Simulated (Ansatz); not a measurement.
```yaml
crystal:
  periodic: [false, false, false]
  atoms:
    - {symbol: C, position_ang: [-2.161709, -1.326795, 0.203159]}
    - {symbol: N, position_ang: [-1.591868, 0.340008, 0.621644]}
    - {symbol: C, position_ang: [-2.932680, 1.431334, 1.142851]}
    - {symbol: Si, position_ang: [0.462483, 0.649872, 1.037356]}
    - {symbol: Cl, position_ang: [1.218092, -0.343158, 3.291070]}
    - {symbol: Cl, position_ang: [0.826955, 3.191125, 1.250506]}
    - {symbol: N, position_ang: [1.640834, -0.250200, -0.476049]}
    - {symbol: C, position_ang: [3.319033, -0.877305, -0.250891]}
    - {symbol: C, position_ang: [1.233750, 0.067760, -2.211362]}
    - {symbol: H, position_ang: [-2.777398, -1.934552, 1.268785]}
    - {symbol: H, position_ang: [-3.061889, -1.276313, -0.829350]}
    - {symbol: H, position_ang: [-1.113529, -2.107799, -0.184610]}
    - {symbol: D, position_ang: [-3.567914, 0.955367, 2.262993]}
    - {symbol: H, position_ang: [-2.463018, 2.679349, 1.414716]}
    - {symbol: H, position_ang: [-3.867387, 1.536751, 0.146054]}
    - {symbol: H, position_ang: [3.481987, -2.045368, -0.949086]}
    - {symbol: H, position_ang: [3.568282, -1.132338, 1.062435]}
    - {symbol: H, position_ang: [4.259073, 0.014962, -0.703603]}
    - {symbol: H, position_ang: [1.330861, -1.087891, -2.942115]}
    - {symbol: H, position_ang: [-0.041296, 0.537027, -2.325807]}
    - {symbol: H, position_ang: [2.081713, 0.991288, -2.769947]}
basis:
  gaussian: {orbitals: aug-cc-pVDZ}
magnetization: {spin_polarized: true, initial_magnetization: 0}
hamiltonian: {xc: {name: revPBE}, dispersion: d3bjatm}
scf: {lower_state_search: off}
```

```sh
$ ansatz run in.yaml --threads 4 --pin off --events-out ev --progress --plain --max-ram 46080MiB --backend cpu
```

It prints (some lines left out):

```
Error: YAML parse error: error: line 16 column 16: `D` is not an element symbol (H … Og, case-exact)
14 |     - {symbol: H, position_ang: [-3.061889, -1.276313, -0.829350]}
15 |     - {symbol: H, position_ang: [-1.113529, -2.107799, -0.184610]}
16 |     - {symbol: D, position_ang: [-3.567914, 0.955367, 2.262993]}
17 |     - {symbol: H, position_ang: [-2.463018, 2.679349, 1.414716]}
18 |     - {symbol: H, position_ang: [-3.867387, 1.536751, 0.146054]}
```

Task: What is wrong with this run?

Result: An element symbol is wrong. The program refused the input.
